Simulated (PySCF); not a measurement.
H6HfN2S2, multiplicity 1. Atoms are numbered in the order given.

```xyz
11

Hf     0.0000     0.0000     0.1920
N      0.0338    -1.6178     1.3996
H      0.5078    -1.6618     2.3000
H     -0.4572    -2.4972     1.2496
N     -0.0338     1.6178     1.3996
H      0.4572     2.4972     1.2496
H     -0.5078     1.6618     2.3000
S     -2.0111    -0.0736    -1.2341
H     -2.6855     0.8496    -0.5117
S      2.0111     0.0736    -1.2341
H      2.6855    -0.8496    -0.5117
```

The structure is a stationary point at PBE0-D3(BJ)/def2-SVP. The spin state was assumed, not searched. The def2 effective core potentials stand for the cores of Hf; spin–orbit coupling is left out. Other conformers were not sampled.

The numbers are results of HF/def2-TZVP in PySCF, not measurements.

Isolated molecule, no solvent.

Problem. Estimate the frontier levels, gap, dipole moment and polarisability. (An estimate is asked for; the answer gives what the named calculation found.)

Solution. 
The highest occupied level is -9.93 eV. The lowest empty level comes out as 1.99 eV and the orbital gap comes out as 11.92 eV. The dipole moment comes out as 4.11 D and the quadrupole, principal values (traceless, Buckingham form, about the centre of nuclear charge) is -9.00, -1.76, 10.76 D·Å. The mean static polarisability is 87.7 bohr³ (12.99 Å³) and the polarisability, principal values comes out as 80.3, 85.9, 96.8 bohr³.
